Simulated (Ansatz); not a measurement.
Basis-set extrapolation for AlBClH3OS, SMILES `SB[O][AlH][Cl]` (PBE0-D4/def2-TZVP geometry, frozen core, Ansatz). Multiplicity 1, RHF reference.

|  | def2-TZVPP | def2-QZVPP |
| --- | --- | --- |
| HF | -1200.534966 | -1200.571158 |
| MP2 correlation | -0.765150 | -0.832169 |
| CCSD(T) correlation | -0.847823 | not run |

Energies in hartree. Use E(X) = E(∞) + A·exp(−7.88·√X) for Hartree–Fock and E(X) = E(∞) + B·X^(−2.97) for correlation, with X = 3 and 4, and add CCSD(T) minus MP2 of the smaller set to the MP2 limit.

**Question.** What is the CCSD(T) energy at the basis-set limit?

**Answer.** HF limit: -1200.571158 + (-0.036192) × 0.13774 = -1200.57614. MP2 limit: -0.832169 + (-0.067019) × 0.74074 = -0.88181. Higher-order term: -0.847823 − (-0.765150) = -0.08267. Total: -1201.54062 hartree, 414.4 kJ/mol below CCSD(T)/def2-TZVPP.
